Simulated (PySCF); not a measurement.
MTl for M along the second period

PBE0 with double-zeta basis sets in PySCF, for the lowest determinant that a PBE0 search found; no spin–orbit coupling. De refers to high-spin ground-configuration atoms. A positive dipole means M(−)Tl(+).

| M | basis | state (unpaired electrons) | Re (Å) | ωe (cm⁻¹) | De (eV) | μ (D) |
| --- | --- | --- | --- | --- | --- | --- |
| Li | def2-SVP | singlet (closed shell) | 3.044 | 254 | 0.87 | -1.51 |
| B | aug-cc-pVDZ-PP/aug-cc-pVDZ | triplet (σ ↑, π ↑) | 2.488 | 346 | 1.67 | 2.35 |
| C | def2-SVP | quartet (σ ↑, π ↑↑) | 2.296 | 428 | 2.75 | 3.21 |
| N | def2-SVP | triplet (π ↑↑) | 2.324 | 406 | 1.50 | 2.90 |
| O | cc-pVDZ-PP/cc-pVDZ | doublet (π ↑) | 2.191 | 477 | 2.97 | 3.20 |
| F | def2-SVP | singlet (closed shell) | 2.095 | 512 | 4.86 | 3.67 |

The shortest bond is that of TlF (2.095 Å), the longest that of LiTl (3.044 Å). TlF is bound most strongly (4.86 eV) and LiTl least (0.87 eV).

The rows differ in basis set, which adds steps of its own.

The state changes along the series, so neighbouring rows are not always alike in their bonding.

Closed-shell solutions of metal pairs were not tested for spin polarisation, which can lower them a little. Spin–orbit coupling is left out, which matters for elements this heavy, above all for dissociation energies. States were picked by a PBE0 search and need not be the measured ground states.
